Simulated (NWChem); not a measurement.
# C₃H₈Si; SMILES C=C(C)[SiH3]

All runs: NWChem. Pople sets run with spherical d functions. The geometry was optimised at PBE0/def2-SVP. Gas phase, vertical.

PBE0/6-31+G*, TDA puts singlet state 3 at 7.11 eV with oscillator strength 0.432.

**Question.** Give the wavelength, the transition dipole and the radiative lifetime of that state in vacuum.

**Answer.** 
1. λ = 1239.84/7.11 = 174 nm, or 57350 cm⁻¹.
2. f = (2/3) ΔE μ² in atomic units, so μ = √(1.5 f/ΔE) = 1.57 a.u. = 4.00 D.
3. τ = 1.499 s cm⁻² / (f ν²) = 1.1 ns, for a non-degenerate state that emits at the vertical energy; a higher state like this one mostly decays faster by other paths.
